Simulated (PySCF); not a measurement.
Compound: C8H8F (doublet state).
Geometry (GFN2-xTB, Å), atoms numbered from 1 in this order:
```xyz
17
C8H8F angstrom
C     -1.5702    1.4583    1.8271
C     -1.5377    0.7644    0.8478
C     -1.4821   -0.0918   -0.2772
C     -2.2429    0.1038   -1.3500
C     -0.4614   -1.2140   -0.1835
C      0.8902   -0.6536   -0.4481
F      1.2214   -0.5966   -1.7599
C      1.7608   -0.1282    0.4874
C      2.9763    0.4273    0.2055
H     -1.6127    2.0794    2.6713
H     -2.1929   -0.5516   -2.2024
H     -2.9369    0.9250   -1.4058
H     -0.6954   -1.9754   -0.9300
H     -0.4893   -1.6528    0.8152
H      1.4249   -0.1838    1.5136
H      3.6081    0.8071    0.9859
H      3.3327    0.4947   -0.8068
```

The hyperfine couplings belong to this conformer and change with its torsions.

As a line formula: `C#CC(=C)C[C](F)C=C` [radical].

Theory: UKS B3LYP, pcH-1 on C F H, non-relativistic, mean-field spin-orbit, GIAO (PySCF). Geometry: GFN2-xTB, one conformer, isolated molecule. The geometry wasn't refined by DFT: couplings that depend on bond lengths, twists or pyramidal angles can differ widely from those at the functional's own minimum. No stability test was run, so a lower SCF solution isn't excluded. ⟨S²⟩ is 0.775 where a pure state has 0.75.

Q: The isotropic 13C couplings are +69.1, +52.3, +48.8, -47.3, -20.3, -1.4, +1.4 MHz. Assign them to C2; C3; C4; C5; C6; C8; C9.

A: 
```json
{"site": "C2", "a_iso (MHz)": "-1.4", "ρ(0) (bohr⁻³)": "-0.0013", "position": "3 bonds from C6", "distance from C9 (Å)": "4.57", "spin population": "0.00", "largest |T| (MHz)": "0.9"}
{"site": "C3", "a_iso (MHz)": "+48.8", "ρ(0) (bohr⁻³)": "+0.0434", "position": "2 bonds from C6", "distance from C9 (Å)": "4.51", "spin population": "+0.02", "largest |T| (MHz)": "7.3"}
{"site": "C4", "a_iso (MHz)": "+1.4", "ρ(0) (bohr⁻³)": "+0.0012", "position": "3 bonds from C6", "distance from C9 (Å)": "5.46", "spin population": "+0.03", "largest |T| (MHz)": "3.7"}
{"site": "C5", "a_iso (MHz)": "-20.3", "ρ(0) (bohr⁻³)": "-0.0181", "position": "1 bond from C6", "distance from C9 (Å)": "3.83", "spin population": "-0.04", "largest |T| (MHz)": "1.2"}
{"site": "C6", "a_iso (MHz)": "+69.1", "ρ(0) (bohr⁻³)": "+0.0615", "position": "a main spin site", "distance from C9 (Å)": "2.44", "spin population": "+0.58", "largest |T| (MHz)": "110.3"}
{"site": "C8", "a_iso (MHz)": "-47.3", "ρ(0) (bohr⁻³)": "-0.0421", "position": "1 bond from C9", "distance from C9 (Å)": "1.37", "spin population": "-0.25", "largest |T| (MHz)": "27.9"}
{"site": "C9", "a_iso (MHz)": "+52.3", "ρ(0) (bohr⁻³)": "+0.0466", "position": "largest spin population", "distance from C9 (Å)": "0.00", "spin population": "+0.66", "largest |T| (MHz)": "97.5"}
```

ρ(0) is the spin density at the nucleus and T the dipolar tensor; entries for several nuclei are means. Largest spin populations (Mulliken): C9 (+0.66), C6 (+0.58) and C8 (-0.25). The angles at C9 add up to 360.0°, so it is planar; its axial dipolar tensor and the negative couplings of its protons fit spin in a p orbital normal to that plane. Main spin sites, with 60 % or more of the largest population: C6, C9; positions count bonds from the nearest.

Examples of negative spin density at the nucleus (bohr⁻³): C8 (-0.0421), C5 (-0.0181) and H16 (-0.0091).

Means are taken over nuclei equivalent by connectivity, which assumes that they swap fast. The 1H value of +20.9 MHz is a mean of couplings from 18.2 to 23.7 MHz in this one geometry, not an average over conformers.

The SMILES `C#CC(=C)C[C](F)C=C` draws the unpaired electron on C6, whose computed spin population is only +0.58.
